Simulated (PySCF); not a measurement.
# Electric field gradients and quadrupole coupling constants

Species: C7H17NP (charge +1).
Structure used (GFN2-xTB), in Å, numbered top down from 1:
```
atom  x, y, z in Å
C1     2.392   -1.336   -0.062
C2     2.337   -0.193    0.871
C3     1.349    0.696    0.971
P4    -0.113    0.755   -0.064
C5    -1.115    2.145    0.558
C6     0.305    1.127   -1.788
N7    -0.892   -0.714   -0.030
C8    -1.109   -1.329    1.275
C9    -1.994   -0.953   -0.954
H10    3.261   -1.234   -0.713
H11    1.489   -1.417   -0.661
H12    2.535   -2.259    0.499
H13    3.187   -0.089    1.534
H14    1.400    1.506    1.687
H15   -2.035    2.220   -0.021
H16   -0.561    3.077    0.468
H17   -1.364    1.978    1.606
H18   -0.564    1.505   -2.324
H19    1.073    1.899   -1.783
H20    0.694    0.242   -2.288
H21   -1.143   -2.411    1.145
H22   -0.283   -1.083    1.940
H23   -2.047   -1.009    1.735
H24   -2.942   -0.552   -0.586
H25   -2.106   -2.030   -1.077
H26   -1.775   -0.519   -1.926
```

Field gradients from the PBE0/pcSseg-1 density (PySCF, non-relativistic), principal values in atomic units, ordered |Vxx| ≤ |Vyy| ≤ |Vzz|:

```csv
atom,Vxx,Vyy,Vzz
N7,0.5307,0.6140,-1.1447
```

Q: Find the asymmetry η = (Vxx − Vyy)/Vzz and the couplings χ = eQV/h (234.96 MHz × Q in barn × V in au), with Q(14N) = 0.02044 b.

A: 
```json
{"atom": "N7", "environment": "nitrogen bonded to 2 C and P", "nucleus": "14N", "η": "0.07", "χzz (MHz)": "-5.50", "χxx (MHz)": "2.55", "χyy (MHz)": "2.95"}
```

The tensor is traceless: Vxx + Vyy + Vzz = 0.

Q: What is Vzz at N7 in SI units (1 au = 9.71736 × 10²¹ V/m²)?

A: -1.1447 au = -11.123 × 10²¹ V/m².

Were the hydrogens deuterons (Q(2H) = 0.00286 b), χzz would run from 197 kHz (H24 and H23) to 215 kHz (H14).

One conformer (not necessarily the lowest) at the GFN2-xTB geometry, without solvent, vibrations or thermal averaging. GFN2-xTB bond lengths can be off by several hundredths of an ångström, more for odd bonds, and the gradients follow them. A larger basis could move these couplings by a tenth or more.

The run behind these numbers computed NMR shieldings as well. The run took about 2.8 min of CPU time (one thread, shared machine).
